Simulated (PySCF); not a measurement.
Li, charge +1, singlet; PBE0/def2-TZVP run with PySCF.

Input for PySCF:
```python
from pyscf import gto, scf, dft

mol = gto.M(
    atom='''
Li    0.000000    0.000000    0.000000
''',
    basis='def2-tzvp',
    charge=1,
    spin=0,
    verbose=4,
)

mf = dft.RKS(mol)
mf.xc = 'pbe0'
mf.kernel()
```

Problem. What does PySCF print? Leave out banner, timings and long lists.

Solution. 
```
PySCF version 2.14.0

[INPUT] verbose = 4
[INPUT] num. atoms = 1
[INPUT] num. electrons = 2
[INPUT] charge = 1
[INPUT] spin (= nelec alpha-beta = 2S) = 0
[INPUT] symmetry False subgroup None
[INPUT] Mole.unit = angstrom
[INPUT] Symbol           X                Y                Z      unit          X                Y                Z       unit  Magmom
[INPUT]  1 Li     0.000000000000   0.000000000000   0.000000000000 AA    0.000000000000   0.000000000000   0.000000000000 Bohr   0.0

nuclear repulsion = 0
number of shells = 8
number of NR pGTOs = 20
number of NR cGTOs = 14
basis = def2-tzvp
ecp = {}

******** <class 'pyscf.dft.rks.RKS'> ********
method = RKS
initial guess = minao
damping factor = 0
level_shift factor = 0
DIIS = <class 'pyscf.scf.diis.CDIIS'>
diis_start_cycle = 1
diis_space = 8
diis_damp = 0
SCF conv_tol = 1e-09
SCF conv_tol_grad = None
SCF max_cycles = 50
direct_scf = True
direct_scf_tol = 1e-13
XC library pyscf.dft.libxc version 7.1.2
    S. Lehtola, C. Steigemann, M. J. T. Oliveira, and M. A. L. Marques,  SoftwareX 7, 1–5 (2018)
XC functionals = pbe0
    C. Adamo and V. Barone,  J. Chem. Phys. 110, 6158 (1999)
    M. Ernzerhof and G. E. Scuseria,  J. Chem. Phys. 110, 5029 (1999)
radial grids:
    Treutler-Ahlrichs [JCP 102, 346 (1995); DOI:10.1063/1.469408] (M4) radial grids

becke partition: Becke, JCP 88, 2547 (1988); DOI:10.1063/1.454033
pruning grids: <function nwchem_prune>
grids dens level: 3
symmetrized grids: False
atomic radii adjust function: <function treutler_atomic_radii_adjust>
small_rho_cutoff = 0
Set gradient conv threshold to 3.16228e-05
Initial guess from minao.
tot grids = 13728
init E= -7.44399770635355
  HOMO = -2.04512896176394  LUMO = -0.103199223182314  gap/eV = 52.84260
cycle= 1 E= -7.26230894318297  delta_E= 0.182  |g|= 0.0272  |ddm|= 0.653
  HOMO = -2.37427803653231  LUMO = -0.233672214041071  gap/eV = 58.24885
cycle= 2 E= -7.26239417222423  delta_E= -8.52e-05  |g|= 0.00454  |ddm|= 0.0118
  HOMO = -2.36978392621609  LUMO = -0.232721343324218  gap/eV = 58.15243
cycle= 3 E= -7.26239564517008  delta_E= -1.47e-06  |g|= 0.000106  |ddm|= 0.00138
  HOMO = -2.36967790604538  LUMO = -0.232594237461632  gap/eV = 58.15301
cycle= 4 E= -7.26239564615377  delta_E= -9.84e-10  |g|= 5.88e-07  |ddm|= 5.64e-05
  HOMO = -2.36967851487418  LUMO = -0.232593816942317  gap/eV = 58.15304
Extra cycle  E= -7.2623956461538  delta_E= -2.58e-14  |g|= 7.32e-08  |ddm|= 1.42e-07
converged SCF energy = -7.2623956461538
```
